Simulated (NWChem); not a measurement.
System: C2H3ClFNSi; SMILES N#CC[Si@@H](F)Cl

NWChem input:

```
start job
memory heap 200 mb stack 900 mb global 1100 mb
geometry units angstroms noautosym nocenter noautoz
  N      0.040765    -3.382084    -0.183289
  C      0.390612    -2.321417     0.122130
  C      0.798399    -0.974106     0.466645
  Si    -0.281333     0.333718    -0.350864
  F     -1.752684     0.258735     0.307099
  Cl     0.535934     2.158979     0.095212
  H      0.753998    -0.828484     1.559060
  H      1.844090    -0.807886     0.157754
  H     -0.399617     0.165604    -1.813890
end
basis spherical
  N library def2-tzvp
  C library def2-tzvp
  Si library def2-tzvp
  F library def2-tzvp
  Cl library def2-tzvp
  H library def2-tzvp
end
dft
  xc xpbe96 cpbe96
  iterations 150
  semidirect filesize 400000000
end
property
  efieldgrad
end
task dft property
```

Excerpt of the output:

```
             Northwest Computational Chemistry Package (NWChem) 7.3.0
             --------------------------------------------------------

                             Geometry "geometry" -> ""
                             -------------------------

 Output coordinates in angstroms (scale by  1.889725989 to convert to a.u.)

  No.       Tag          Charge          X              Y              Z
 ---- ---------------- ---------- -------------- -------------- --------------
    1 N                    7.0000     0.04076500    -3.38208400    -0.18328900
    2 C                    6.0000     0.39061200    -2.32141700     0.12213000
    3 C                    6.0000     0.79839900    -0.97410600     0.46664500
    4 Si                  14.0000    -0.28133300     0.33371800    -0.35086400
    5 F                    9.0000    -1.75268400     0.25873500     0.30709900
    6 Cl                  17.0000     0.53593400     2.15897900     0.09521200
    7 H                    1.0000     0.75399800    -0.82848400     1.55906000
    8 H                    1.0000     1.84409000    -0.80788600     0.15775400
    9 H                    1.0000    -0.39961700     0.16560400    -1.81389000

 Effective nuclear repulsion energy (a.u.)     330.5295330887

  pbe96 is a nonlocal functional; adding pw91lda local functional.
                              NWChem Property Module
                              ----------------------

  itol2e modified to match energy
  convergence criterion.

                                 NWChem DFT Module
                                 -----------------

 Summary of "ao basis" -> "ao basis" (spherical)
 ------------------------------------------------------------------------------
       Tag                 Description            Shells   Functions and Types
 ---------------- ------------------------------  ------  ---------------------
 N                         def2-tzvp                11       31   5s3p2d1f
 C                         def2-tzvp                11       31   5s3p2d1f
 Si                        def2-tzvp                13       37   5s5p2d1f
 F                         def2-tzvp                11       31   5s3p2d1f
 Cl                        def2-tzvp                13       37   5s5p2d1f
 H                         def2-tzvp                 4        6   3s1p

  itol2e modified to match energy
  convergence criterion.

            General Information
            -------------------
          SCF calculation type: DFT
          Wavefunction type:  closed shell.
          No. of atoms     :     9
          No. of electrons :    62
           Alpha electrons :    31
            Beta electrons :    31
          Charge           :     0
          Spin multiplicity:     1
          Use of symmetry is: off; symmetry adaption is: off
          Maximum number of iterations: 150
          AO basis - number of functions:   216
                     number of shells:    82
          Convergence on energy requested:  1.00D-07
          Convergence on density requested:  1.00D-05
          Convergence on gradient requested:  5.00D-04

              XC Information
              --------------
          PerdewBurkeErnzerhof Exchange Functional  1.000
            Perdew 1991 LDA Correlation Functional  1.000 local
           PerdewBurkeErnz. Correlation Functional  1.000 non-local

             Grid Information
             ----------------
          Grid used for XC integration:  fine
          Radial quadrature: Mura-Knowles
          Angular quadrature: Lebedev.
          Tag              B.-S. Rad. Rad. Pts. Rad. Cut. Ang. Pts.
          ---              ---------- --------- --------- ---------
          N                   0.65       70          13.0       590
          C                   0.70       70          12.0       590
          Si                  1.10      123          11.0       770
          F                   0.50       70          11.0       590
          Cl                  1.00      123          13.0       770
          H                   0.35       60          11.0       590
          Grid pruning is: on
          Number of quadrature shells:   706
          Spatial weights used:  Erf1

      Superposition of Atomic Density Guess
      -------------------------------------

 Sum of atomic energies:        -978.88481329

      Non-variational initial energy
      ------------------------------

 Total energy =    -981.118371
 1-e energy   =   -2008.799994
 2-e energy   =     697.152090
 HOMO         =      -0.363555
 LUMO         =       0.032383

------------------------------------------------------------
EAF file 0: "./job.aoints.0" size=815792128 bytes
------------------------------------------------------------
               write      read    awrite     aread      wait
               -----      ----    ------     -----      ----
     calls:     1556         0         0         0         0
   data(b): 8.16e+08  0.00e+00  0.00e+00  0.00e+00
   time(s): 0.00e+00  0.00e+00  0.00e+00  0.00e+00  0.00e+00
rate(mb/s): 0.00e+00  0.00e+00
------------------------------------------------------------

   convergence    iter        energy       DeltaE   RMS-Dens  Diis-err
 ---------------- ----- ----------------- --------- --------- ---------
 d= 0,ls=0.0,diis     1   -981.7613433230 -1.31D+03  1.49D-02  2.41D+00
 d= 0,ls=0.0,diis     2   -980.8885858954  8.73D-01  1.25D-02  9.36D+00
 d= 0,ls=0.0,diis     3   -981.8533507719 -9.65D-01  3.27D-03  8.35D-01
 d= 0,ls=0.0,diis     4   -981.9084387296 -5.51D-02  1.68D-03  3.12D-01
 d= 0,ls=0.0,diis     5   -981.9366406383 -2.82D-02  4.15D-04  2.45D-02
  Resetting Diis
 d= 0,ls=0.0,diis     6   -981.9387107349 -2.07D-03  1.71D-04  2.77D-03
 d= 0,ls=0.0,diis     7   -981.9390483883 -3.38D-04  9.14D-05  1.34D-04
 d= 0,ls=0.0,diis     8   -981.9390208132  2.76D-05  5.22D-05  4.30D-04
 d= 0,ls=0.0,diis     9   -981.9390617619 -4.09D-05  1.69D-05  1.48D-05
 d= 0,ls=0.0,diis    10   -981.9390624749 -7.13D-07  5.59D-06  5.27D-06
 d= 0,ls=0.0,diis    11   -981.9390630670 -5.92D-07  1.17D-06  1.56D-07
 d= 0,ls=0.0,diis    12   -981.9390630810 -1.41D-08  2.91D-07  9.30D-09

         Total DFT energy =     -981.939063081038
      One electron energy =    -2011.998417263812
           Coulomb energy =      777.469800066678
    Exchange-Corr. energy =      -77.939978972590
 Nuclear repulsion energy =      330.529533088686

 Numeric. integr. density =       62.000000406188

                       DFT Final Molecular Orbital Analysis
                       ------------------------------------

[...]

          -----------------------
          Electric field gradient
          -----------------------

 1 a.u. = 0.324123 10**(16) esu/cm**3  ( or statvolts/cm**2 ) = 0.97174 10**(22) v/m**2

 ------------------------------------------------------------
   Atom      X         Y         Z
 ------------------------------------------------------------
    1 N    0.07703  -6.39121  -0.34637
 ------------------------------------------------------------

 Electric field gradient in molecular frame (a.u.)
         XX             YY             ZZ             XY             XZ             YZ
 ------------------------------------------------------------------------------------------
       -0.320817       0.691086      -0.370270       0.350303       0.126386       0.308324

 Principal components (a.u.) and orientation
 of principal axis w.r.t. absolute frame                      Asymmetry parameter eta
 --------------------------------------------------------------------------------------
        0.888145      -0.475054      -0.413090                       0.069768

        0.293610      -0.566732       0.769811
        0.921231      -0.047235      -0.386137
        0.255199       0.822547       0.508222

 ------------------------------------------------------------
   Atom      X         Y         Z
 ------------------------------------------------------------
    2 C    0.73815  -4.38684   0.23079
 ------------------------------------------------------------

 Electric field gradient in molecular frame (a.u.)
         XX             YY             ZZ             XY             XZ             YZ
 ------------------------------------------------------------------------------------------
       -0.121830       0.255208      -0.133379       0.153418       0.040717       0.132113

 Principal components (a.u.) and orientation
 of principal axis w.r.t. absolute frame                      Asymmetry parameter eta
 --------------------------------------------------------------------------------------
        0.349276      -0.180556      -0.168720                       0.033888

        0.319115       0.703598      -0.634913
        0.906893      -0.421219      -0.010971
        0.275157       0.572297       0.772506

 ------------------------------------------------------------
   Atom      X         Y         Z
 ------------------------------------------------------------
    3 C    1.50876  -1.84079   0.88183
 ------------------------------------------------------------

 Electric field gradient in molecular frame (a.u.)
         XX             YY             ZZ             XY             XZ             YZ
 ------------------------------------------------------------------------------------------
        0.053523      -0.100380       0.046857      -0.093169       0.010043      -0.071147

 Principal components (a.u.) and orientation
 of principal axis w.r.t. absolute frame                      Asymmetry parameter eta
 --------------------------------------------------------------------------------------
       -0.162057       0.122436       0.039621                       0.511029

        0.369257       0.707049      -0.603102
        0.884985      -0.465602      -0.004005
        0.283637       0.532257       0.797654

 ------------------------------------------------------------
   Atom      X         Y         Z
 ------------------------------------------------------------
    4 Si  -0.53164   0.63064  -0.66304
 ------------------------------------------------------------

 Electric field gradient in molecular frame (a.u.)
         XX             YY             ZZ             XY             XZ             YZ
 ------------------------------------------------------------------------------------------
       -0.252624      -0.229240       0.481863      -0.251842       0.240133      -0.139956

 Principal components (a.u.) and orientation
 of principal axis w.r.t. absolute frame                      Asymmetry parameter eta
 --------------------------------------------------------------------------------------
        0.606961      -0.500092      -0.106869                       0.647856

        0.328002       0.752309      -0.571354
       -0.251205       0.652498       0.714942
        0.910665      -0.090975       0.403005

 ------------------------------------------------------------
   Atom      X         Y         Z
 ------------------------------------------------------------
    5 F   -3.31209   0.48894   0.58033
 ------------------------------------------------------------

 Electric field gradient in molecular frame (a.u.)
         XX             YY             ZZ             XY             XZ             YZ
 ------------------------------------------------------------------------------------------
       -0.853276       0.532459       0.320817      -0.106115       0.652446       0.020053

 Principal components (a.u.) and orientation
 of principal axis w.r.t. absolute frame                      Asymmetry parameter eta
 --------------------------------------------------------------------------------------
       -1.150467       0.619130       0.531337                       0.076311

        0.912054       0.404763       0.065755
        0.062338      -0.295343       0.953355
       -0.405304       0.865413       0.294601

 ------------------------------------------------------------
   Atom      X         Y         Z
 ------------------------------------------------------------
    6 Cl   1.01277   4.07988   0.17992
 ------------------------------------------------------------

 Electric field gradient in molecular frame (a.u.)
         XX             YY             ZZ             XY             XZ             YZ
 ------------------------------------------------------------------------------------------
        0.473415      -1.378805       0.905390      -1.077162      -0.211465      -0.635128

 Principal components (a.u.) and orientation
 of principal axis w.r.t. absolute frame                      Asymmetry parameter eta
 --------------------------------------------------------------------------------------
       -2.024472       1.095888       0.928584                       0.082641

        0.401893       0.361008       0.841520
        0.888466      -0.376145      -0.262950
        0.221607       0.853339      -0.471913

 ------------------------------------------------------------
   Atom      X         Y         Z
 ------------------------------------------------------------
    7 H    1.42485  -1.56561   2.94620
 ------------------------------------------------------------

 Electric field gradient in molecular frame (a.u.)
         XX             YY             ZZ             XY             XZ             YZ
 ------------------------------------------------------------------------------------------
        0.140245       0.126680      -0.266925      -0.002020       0.018566      -0.057719

 Principal components (a.u.) and orientation
 of principal axis w.r.t. absolute frame                      Asymmetry parameter eta
 --------------------------------------------------------------------------------------
       -0.276001       0.143538       0.132463                       0.040125

       -0.043424       0.878764       0.475278
        0.141539      -0.465517       0.873648
        0.988980       0.105208      -0.104165

 ------------------------------------------------------------
   Atom      X         Y         Z
 ------------------------------------------------------------
    8 H    3.48482  -1.52668   0.29811
 ------------------------------------------------------------

 Electric field gradient in molecular frame (a.u.)
         XX             YY             ZZ             XY             XZ             YZ
 ------------------------------------------------------------------------------------------
       -0.231738       0.125185       0.106554      -0.063364       0.112765       0.014559

 Principal components (a.u.) and orientation
 of principal axis w.r.t. absolute frame                      Asymmetry parameter eta
 --------------------------------------------------------------------------------------
       -0.276360       0.143225       0.133136                       0.036507

        0.945330       0.325892       0.012080
        0.159487      -0.494306       0.854533
       -0.284456       0.805889       0.519257

 ------------------------------------------------------------
   Atom      X         Y         Z
 ------------------------------------------------------------
    9 H   -0.75517   0.31295  -3.42776
 ------------------------------------------------------------

 Electric field gradient in molecular frame (a.u.)
         XX             YY             ZZ             XY             XZ             YZ
 ------------------------------------------------------------------------------------------
        0.071175       0.071878      -0.143053      -0.001151      -0.015939      -0.024536

 Principal components (a.u.) and orientation
 of principal axis w.r.t. absolute frame                      Asymmetry parameter eta
 --------------------------------------------------------------------------------------
       -0.146987       0.074809       0.072178                       0.017898

        0.072996       0.250473       0.965368
        0.111489       0.959834      -0.257467
        0.991081      -0.126422      -0.042139
```

Level: PBE/def2-TZVP. The geometry was optimised at PBE0/def2-SVP. NWChem prints the field gradient with the sign opposite to the second derivative of the potential.
